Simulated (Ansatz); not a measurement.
The cluster AsS2⁺. Total charge 1; triplet. Geometry PBE0-D4/def2-TZVP; atoms count from 1.

```tsv
atom	x (Å)	y (Å)	z (Å)
As1	-1.055	0.841	-0.050
S2	1.135	0.327	-0.215
S3	-0.080	-1.168	0.265
```

At PBE0-D4/def2-TZVP a singlet of charge 1 lies 0.11 eV below the triplet, each at its own geometry. The structure comes from a short search, and lower isomers may exist.

**Question.** Estimate the Mulliken populations from the PBE0/def2-TZVP orbitals of Ansatz.

**Answer.** 
```
atom  charge (e)  spin (α − β)
 As1        0.55          0.91
  S2        0.23          0.55
  S3        0.23          0.55
```
Mulliken values depend strongly on the basis.

**Question.** Where does the spin sit?

**Answer.** Summed by element: As 0.91, S 1.09, of 2 unpaired in all. Largest on single atoms: As1 0.91, S2 0.55, S3 0.55.

**Question.** And the Mayer bond orders between heavy atoms (over 0.3)?

**Answer.** As1–S2 1.02 (2.26 Å); As1–S3 1.02 (2.26 Å); S2–S3 1.51 (1.99 Å).
